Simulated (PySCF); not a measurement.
# Arsenic: a sound run and one with changed settings

Sound run: As²⁺ [Ar] 3d10 4s2 4p1, As³⁺ [Ar] 3d10 4s2. All numbers are calculated (PySCF 2.14, scalar relativity by spin-free X2C-1e, in x2c-SVPall (5s4p3d, 32 functions)). The sound run starts from symmetry-adapted Hartree-Fock orbitals and uses a fine grid where one is needed.

Changed run: 26 angular points. This setting is unsound on purpose.

| species | method | sound run (hartree) | changed run (hartree) | converged |
| --- | --- | --- | --- | --- |
| As²⁺ | UHF | -2257.61457 | -2257.61457 | yes |
| As²⁺ | M06-L | -2259.19765 | -2259.19755 | yes |
| As²⁺ | TPSS | -2259.22428 | -2259.22444 | yes |
| As³⁺ | UHF | -2256.60488 | -2256.60488 | yes |
| As³⁺ | M06-L | -2258.17555 | -2258.17555 | yes |
| As³⁺ | TPSS | -2258.18789 | -2258.18789 | yes |

Ionisation energy of As²⁺:

```
method  sound run (eV)  changed run (eV)
   UHF          27.475            27.475
 M06-L          27.813            27.810
  TPSS          28.202            28.206
```

A coarse angular grid integrates products of high-l functions wrongly, so density functionals can shift, and the SCF can exploit the error; Hartree-Fock and MP2 need no grid.

For comparison, NIST gives 28.349 ± 0.012 eV between the lowest levels.
